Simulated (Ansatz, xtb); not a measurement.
Breaking the Se3–H4 bond in FHSeTe (SMILES F[Te][SeH]) (multiplicity 1 held, fragments rigid). Energies count from the point at 1.477 Å.
Geometry at that point (charge 0, multiplicity 1):
```json
[
 {"atom": "Te", "x (Å)": "0.4218", "y (Å)": "0.2981", "z (Å)": "0.7323"},
 {"atom": "F", "x (Å)": "1.5858", "y (Å)": "1.3313", "z (Å)": "-0.4238"},
 {"atom": "Se", "x (Å)": "-1.0581", "y (Å)": "-0.7511", "z (Å)": "-0.9716"},
 {"atom": "H", "x (Å)": "-0.2320", "y (Å)": "-1.9480", "z (Å)": "-1.2318"}
]
```

R- and RO- levels are restricted; in cc, def2 and unpolarised 6-31G sets they are followed outwards from rest. Active spaces are followed from a long bond inwards. Curves can end on different states.

Correlated levels freeze the cores. Filled d and f shells under p-block atoms count as core.

The values were computed with Ansatz (Gaussian basis) for Hartree–Fock, density functionals and correlated methods; xtb for the GFN methods.  In def2 rows elements past Kr take small-core potentials, without spin–orbit coupling. The GFN methods have no spin term and hold the electronic entropy of 300 K.

Energies in kcal/mol.

| R (Å) | GFN2-xTB | R-wB97X-V/def2-TZVPP | R-MP2/def2-TZVPP | CASSCF(4,3)/def2-TZVPP | FIC-MRCISD+Q on CASSCF(4,3)/def2-TZVPP |
|---|---|---|---|---|---|
| 1.182 | 24.8 | 34.0 | 34.0 | 36.3 | 34.6 |
| 1.330 | 3.3 | 6.0 | 5.9 | 7.2 | 6.3 |
| 1.477 | 0.0 | 0.0 | 0.0 | 0.0 | 0.0 |
| 1.625 | 3.3 | 5.0 | 5.1 | 3.5 | 4.4 |
| 1.773 | 9.0 | 15.2 | 15.2 | 11.9 | 13.6 |
| 1.995 | 19.0 | 33.9 | 33.2 | 26.7 | 29.6 |
| 2.216 | 29.3 | 52.4 | 50.5 | 40.1 | 44.0 |
| 2.586 | 44.6 | 78.8 | 73.1 | 55.2 | 60.1 |
| 2.955 | 55.8 | 98.6 | 86.9 | 62.3 | 67.5 |
| 3.398 | 64.4 | 115.5 | 94.2 | 65.2 | 70.5 |
| 3.989 | 69.6 | 130.2 | 93.5 | 66.1 | 71.4 |
| 4.728 | 71.0 | 141.1 | 83.6 | 66.2 | 71.6 |

Doubts at one or more of the structures used: a restricted determinant that unrestricted orbitals would lower (R-wB97X-V/def2-TZVPP, R-MP2/def2-TZVPP); active orbitals that take no part (CASSCF(4,3)/def2-TZVPP, FIC-MRCISD+Q on CASSCF(4,3)/def2-TZVPP).

Ansatz is a program for electronic structure.
